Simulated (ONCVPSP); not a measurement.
## Cutoff test, samarium, ONCV

* Element: samarium
* Generator: ONCVPSP 4.0.1
* Type: optimised norm-conserving Vanderbilt (ONCV)
* Functional: LDA (Perdew-Wang 92)
* Relativity: scalar-relativistic
* Frozen core: [Kr] 4d10 4f5
* Valence charge: 11
* Reference configuration: 5s2 5p6 (charge +3)
* Partial waves: 5s: rc 2.25 bohr, ncon 4, nbas 9, qcut 7 1/bohr, local; 5p: rc 2.25 bohr, ncon 4, nbas 8, qcut 7.7 1/bohr, 2 projectors, debl 4 Ha; d scattering state at 0.14 Ha: rc 2.50 bohr, ncon 4, nbas 9, qcut 4 1/bohr, 3 projectors, debl 2.3 Ha
* Local potential: the s channel
* Core correction: Teter function, fcfact 1.75, rcfact 1.4

In the d channel the program set the typed energies aside and used -0.905, 1.395, 3.695 Ha.

Question: For each optimised wave give the share of its norm inside rc, the residual kinetic energy above qcut (Ha) and the cutoffs (Ha) for errors of 10, 1, 0.1 and 0.01 mHa per electron.

Answer:

```csv
wave,norm inside rc,residual KE,10 mHa,1 mHa,0.1 mHa,0.01 mHa
5s,0.959,5.8e-09,10.2,13.6,16.4,18.7
5p,0.891,1.0e-08,8.7,14.7,18.5,21.6
p projector 2,0.084,1.6e-08,10.6,17.2,21.2,24.0
d projector 1,0.691,4.6e-04,5.6,7.4,16.9,46.4
d projector 2,0.093,2.6e-03,6.7,9.0,17.2,53.6
d projector 3,0.084,2.9e-02,8.6,10.0,24.5,68.0
```

The occupied waves need 15 Ha and 18 Ha for 1 and 0.1 mHa. 1 of 4 tests not solved or not reliable.
